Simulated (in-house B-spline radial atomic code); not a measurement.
Neutral palladium: [Kr] 4d10

All numbers are computed (non-relativistic B3LYP, spin-polarised, spherical fractional occupations; point nucleus) with an all-electron radial atomic-structure program (B-spline basis), not measured.

Effective charges: Z_r = [3n² - l(l+1)]/(2<r>) from the radius, Z_e = n√(-2ε) from the energy, and Slater's rules. Values are occupation-weighted means over spin.

```json
{"shell": "1s", "electrons": "2", "ε (eV)": "-23501", "<r> (bohr)": "0.03311", "Z_r": "45.31", "Z_e": "41.56", "Slater": "45.70"}
{"shell": "2s", "electrons": "2", "ε (eV)": "-3379.3", "<r> (bohr)": "0.1438", "Z_r": "41.74", "Z_e": "31.52", "Slater": "41.85"}
{"shell": "2p", "electrons": "6", "ε (eV)": "-3137.4", "<r> (bohr)": "0.1229", "Z_r": "40.68", "Z_e": "30.37", "Slater": "41.85"}
{"shell": "3s", "electrons": "2", "ε (eV)": "-612.88", "<r> (bohr)": "0.3915", "Z_r": "34.49", "Z_e": "20.13", "Slater": "34.75"}
{"shell": "3p", "electrons": "6", "ε (eV)": "-515.83", "<r> (bohr)": "0.3839", "Z_r": "32.56", "Z_e": "18.47", "Slater": "34.75"}
{"shell": "3d", "electrons": "10", "ε (eV)": "-336.91", "<r> (bohr)": "0.3571", "Z_r": "29.40", "Z_e": "14.93", "Slater": "24.85"}
{"shell": "4s", "electrons": "2", "ε (eV)": "-82.653", "<r> (bohr)": "0.9786", "Z_r": "24.53", "Z_e": "9.86", "Slater": "18.25"}
{"shell": "4p", "electrons": "6", "ε (eV)": "-52.336", "<r> (bohr)": "1.06", "Z_r": "21.71", "Z_e": "7.85", "Slater": "18.25"}
{"shell": "4d", "electrons": "10", "ε (eV)": "-5.3592", "<r> (bohr)": "1.566", "Z_r": "13.41", "Z_e": "2.51", "Slater": "6.85"}
```

The least bound orbital is 4d at -5.359 eV, and it is also the most diffuse (<r> = 1.566 bohr).
